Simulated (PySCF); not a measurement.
# Steps of a relaxation of [Bi(H2O)6]3+

[Bi(H2O)6]3+ (singlet; a saddle point, relaxed within its symmetry). PySCF 2.14.0, RKS r2SCAN, Bi def2-SVP with ECP60, O def2-SVP, H def2-SVP; non-relativistic Hamiltonian with scalar-relativistic core potentials where named; density fitting; no spin-orbit coupling. Origin of the start: template. Columns: position (Å) and force (eV/Å). Energies are counted from the last step; some of the 8 steps are shown. Forces carry noise of the integration grid, about 0.01 to 0.03 eV/Å.

Run from Python with OMP_NUM_THREADS=4. Where DIIS fails, smearing, a level shift and second-order steps follow.
It took 93 s on 4 threads of Arm Neoverse V1 (shared host), from the converged density of the start.

```xyz
19
step 0  E = 0.433 eV
Bi    0.0000    0.0000    0.0000     0.00    0.00    0.00
O     0.0000    0.0000    2.3000     0.00    0.00    0.68
H     0.5445    0.5445    2.8900     0.24    0.24    0.35
H    -0.5445   -0.5445    2.8900    -0.24   -0.24    0.35
O     0.0000    0.0000   -2.3000     0.00    0.00   -0.68
H     0.5445   -0.5445   -2.8900     0.24   -0.24   -0.35
H    -0.5445    0.5445   -2.8900    -0.24    0.24   -0.35
O     2.3000    0.0000    0.0000     0.66    0.00    0.00
H     2.8900   -0.5445    0.5445     0.32   -0.28    0.28
H     2.8900    0.5445   -0.5445     0.32    0.28   -0.28
O     0.0000    2.3000    0.0000     0.00    0.68    0.00
H     0.5445    2.8900    0.5445     0.24    0.35    0.24
H    -0.5445    2.8900   -0.5445    -0.24    0.35   -0.24
O    -2.3000    0.0000    0.0000    -0.66    0.00    0.00
H    -2.8900    0.5445    0.5445    -0.32    0.28    0.28
H    -2.8900   -0.5445   -0.5445    -0.32   -0.28   -0.28
O     0.0000   -2.3000    0.0000     0.00   -0.68    0.00
H    -0.5445   -2.8900    0.5445    -0.24   -0.35    0.24
H     0.5445   -2.8900   -0.5445     0.24   -0.35   -0.24
```

```xyz
19
step 2  E = 0.006 eV
Bi    0.0000    0.0000    0.0000     0.00    0.00    0.00
O     0.0000    0.0000    2.4032     0.00    0.00    0.06
H     0.5544    0.5454    2.9952     0.01    0.01    0.07
H    -0.5544   -0.5454    2.9952    -0.01   -0.01    0.07
O     0.0000    0.0000   -2.4032     0.00    0.00   -0.06
H     0.5544   -0.5454   -2.9952     0.01   -0.01   -0.07
H    -0.5544    0.5454   -2.9952    -0.01    0.01   -0.07
O     2.3976    0.0000    0.0000     0.04    0.00    0.00
H     2.9858   -0.5523    0.5523     0.08   -0.01    0.01
H     2.9858    0.5523   -0.5523     0.08    0.01   -0.01
O     0.0000    2.4032    0.0000     0.00    0.06    0.00
H     0.5544    2.9952    0.5454     0.01    0.07    0.01
H    -0.5544    2.9952   -0.5454    -0.01    0.07   -0.01
O    -2.3976    0.0000    0.0000    -0.04    0.00    0.00
H    -2.9858    0.5523    0.5523    -0.08    0.01    0.01
H    -2.9858   -0.5523   -0.5523    -0.08   -0.01   -0.01
O     0.0000   -2.4032    0.0000     0.00   -0.06    0.00
H    -0.5544   -2.9952    0.5454    -0.01   -0.07    0.01
H     0.5544   -2.9952   -0.5454     0.01   -0.07   -0.01
```

```xyz
19
step 5  E = 0.000 eV
Bi    0.0000    0.0000    0.0000     0.00    0.00    0.00
O     0.0000    0.0000    2.4256     0.00    0.00    0.01
H     0.5594    0.5382    3.0213     0.00    0.00    0.00
H    -0.5594   -0.5382    3.0213     0.00    0.00    0.00
O     0.0000    0.0000   -2.4256     0.00    0.00   -0.01
H     0.5594   -0.5382   -3.0213     0.00    0.00    0.00
H    -0.5594    0.5382   -3.0213     0.00    0.00    0.00
O     2.4174    0.0000    0.0000     0.00    0.00    0.00
H     3.0096   -0.5512    0.5512     0.01    0.00    0.00
H     3.0096    0.5512   -0.5512     0.01    0.00    0.00
O     0.0000    2.4256    0.0000     0.00    0.01    0.00
H     0.5594    3.0213    0.5382     0.00    0.00    0.00
H    -0.5594    3.0213   -0.5382     0.00    0.00    0.00
O    -2.4174    0.0000    0.0000     0.00    0.00    0.00
H    -3.0096    0.5512    0.5512    -0.01    0.00    0.00
H    -3.0096   -0.5512   -0.5512    -0.01    0.00    0.00
O     0.0000   -2.4256    0.0000     0.00   -0.01    0.00
H    -0.5594   -3.0213    0.5382     0.00    0.00    0.00
H     0.5594   -3.0213   -0.5382     0.00    0.00    0.00
```

Q: Where does the relaxation end?

A: It converges at step 7 in D2d:
```xyz
19
step 7  E = 0
Bi    0.0000    0.0000    0.0000
O     0.0000    0.0000    2.4269
H     0.5641    0.5332    3.0228
H    -0.5641   -0.5332    3.0228
O     0.0000    0.0000   -2.4269
H     0.5641   -0.5332   -3.0228
H    -0.5641    0.5332   -3.0228
O     2.4183    0.0000    0.0000
H     3.0109   -0.5510    0.5510
H     3.0109    0.5510   -0.5510
O     0.0000    2.4269    0.0000
H     0.5641    3.0228    0.5332
H    -0.5641    3.0228   -0.5332
O    -2.4183    0.0000    0.0000
H    -3.0109    0.5510    0.5510
H    -3.0109   -0.5510   -0.5510
O     0.0000   -2.4269    0.0000
H    -0.5641   -3.0228    0.5332
H     0.5641   -3.0228   -0.5332
```

Q: How did the contacts change?

A: 
```tsv
contact	start (Å)	end (Å)
Bi1–O2 (H2O)	2.300	2.427
Bi1–O5 (H2O)	2.300	2.427
Bi1–O8 (H2O)	2.300	2.418
Bi1–O11 (H2O)	2.300	2.427
Bi1–O14 (H2O)	2.300	2.418
Bi1–O17 (H2O)	2.300	2.427
```
